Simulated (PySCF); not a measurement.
C5H7FO, SMILES CO[C@]1(F)C=CC1. Coordinates come from a PBE-D3(BJ)/def2-SVP optimisation. The structure was generated by enumeration; whether it is a known compound was not checked. The values are those of a single conformer.

Computed equilibrium geometry at PBE-D3(BJ)/def2-SVP (PySCF confirms it by a frequency run) as a Z-matrix (one conformer of several):
```
C
F 1 1.3728
O 1 1.3915 2 104.42
C 3 1.4119 1 116.47 2 169.89
H 4 1.1065 3 106.69 1 179.21
H 4 1.1138 5 108.76 3 -121.54
H 4 1.1153 5 108.23 6 -116.95
C 1 1.5299 2 114.00 3 132.74
C 8 1.3522 1 92.54 2 113.84
H 8 1.1006 9 134.48 1 178.31
H 9 1.1013 8 132.71 10 -1.03
C 9 1.5203 11 131.32 8 -178.77
H 12 1.1094 9 115.98 11 66.70
H 12 1.1107 13 109.15 9 134.61
```
